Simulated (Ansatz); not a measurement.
Gas-phase electronic energies from Ansatz, PBE0-D4/def2-TZVP geometries. CCSD(T)/CBS adds triple-zeta CCSD(T) − MP2 to the extrapolated MP2 energy (def2 sets, frozen cores). This one scheme is used for every species. One conformer a species, not always the lowest.

Reaction (substitution at a C–O bond): `CBOC(C)=O` + CH₃OH → `COC(C)=O` + `CBO`

```tsv
species	CCSD(T)/CBS(def2) energy (Eh)
`CBOC(C)=O`	-293.56968
CH₃OH	-115.61712
`COC(C)=O`	-268.11980
`CBO`	-141.08489
```

Task: Work out ΔE.

Result: ΔE = (-268.11980) + (-141.08489) − (-293.56968) − (-115.61712) = -0.01789 Eh = -47.0 kJ/mol.

Largest T1 diagnostic among the species: 0.014.

In def2-TZVPP, CCSD(T) changes the Hartree–Fock value by −6.4 kJ/mol (the triples alone add −1.5 kJ/mol) and MP2 by −8.6 kJ/mol. Leaving LDA and LC-ωPBE aside and taking each functional with its dispersion term where it has one, the values, not all of them listed here, spread over 5.8 kJ/mol, from r2SCAN-D4 to BHLYP-D4. LDA lies −5.6 kJ/mol from PBE without D4. At CCSD(T), def2-SVP lies −8.1 kJ/mol from the extrapolated value and def2-TZVPP −1.0 kJ/mol.
